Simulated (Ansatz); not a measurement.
Consider the redistribution: `[NH2][SnH2][SiH2]O` + `O[SiH](Cl)Cl` → `O[SiH2][SiH](Cl)Cl` + `[NH2][SnH2][OH]`.

Gas-phase electronic energies from Ansatz, PBE0-D4/def2-TZVP geometries. CCSD(T)/CBS adds triple-zeta CCSD(T) − MP2 to the extrapolated MP2 energy (def2 sets, frozen cores). This one scheme is used for every species. Functionals use def2-TZVPP. B3LYP here is the variant with VWN-RPA as its local correlation; programs differ in this. def2 core potentials past Kr. For Sn outer-core shells are correlated without core-valence functions, which leaves a few kJ/mol of doubt a bond. One conformer a species, not always the lowest.

(1) Is it downhill or uphill in electronic energy at CCSD(T)/CBS, and by how much? (Best estimate.)

(2) What do these levels give: r2SCAN-D4, PBE0-D4, PBE0, B3LYP, SCS-MP2/def2-TZVPP, CCSD/CBS(def2)? (An estimate is asked.)

Largest T1 diagnostic among the species: 0.013.

## Answers

(1) Ansatz gave: Uphill: ΔE = +29.0 kcal/mol.

(2) The calculation gave: r2SCAN-D4 30.3, PBE0-D4 29.6, PBE0 29.5, B3LYP 29.0, SCS-MP2/def2-TZVPP 29.2, CCSD/CBS(def2) 28.7 kcal/mol.

In def2-TZVPP, CCSD(T) changes the Hartree–Fock value by +2.8 kcal/mol (the triples alone add +0.2 kcal/mol) and MP2 by +4.2 kcal/mol. From PBE to PBE0 (25 % exact exchange), in def2-TZVPP and without D4, ΔE moves by +0.9 kcal/mol.
